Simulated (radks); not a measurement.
Task: The mean radii <r> (bohr) of the occupied orbitals of an atom or ion are listed with their occupations. Method: scalar-relativistic Kohn-Sham, r2SCAN, spin-polarised, spherical densities, finite nucleus; meta-GGA in the generalised Kohn-Sham scheme; Fermi nuclear charge, rms radius of each element as measured or else 0.836 A^(1/3) + 0.57 fm; computed with a radial shooting solver on a logarithmic mesh with Libxc functionals.

| orbital | occ. | <r> |
|---|---|---|
| 1s | 2 | 0.01632 |
| 2s | 2 | 0.06816 |
| 2p | 6 | 0.06168 |
| 3s | 2 | 0.1667 |
| 3p | 6 | 0.1656 |

Name the element and its charge. Open shells, if any, are filled with parallel spins first.

Result: Z = 81, thallium, charge +63: Tl63+ in [Ar]. The 1s radius gives Z: for a bare nucleus <r> = (2 gamma + 1)/(2Z) with gamma = sqrt(1 - (Z/c)^2), 0.01613 bohr for Z = 81, and screening makes it slightly larger (0.01632 here). The occupations add up to 18, and the charge is Z minus that.
